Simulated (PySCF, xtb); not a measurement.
Te(F)4 anion (F4Te), SMILES F[Te](F)(F)F (connectivity only; charge and spin as stated), charge -1, multiplicity 2.

Harmonic wavenumbers (cm⁻¹) from GFN2-xTB in xtb at its own minimum, in rising order: 48, 73, 131, 202, 206, 289, 409, 412, 451.

Q: What does PySCF 2.14.0 with PBE-D3(BJ)/def2-SVPD give at its own minimum? (An estimate is asked for; the answer gives what the named calculation found.)

A: 114, 132, 138, 209, 266, 362, 446, 467, 500. Paired by order, the mean absolute difference is 46 cm⁻¹ and the zero-point energies are 3.2 and 3.8 kcal/mol.
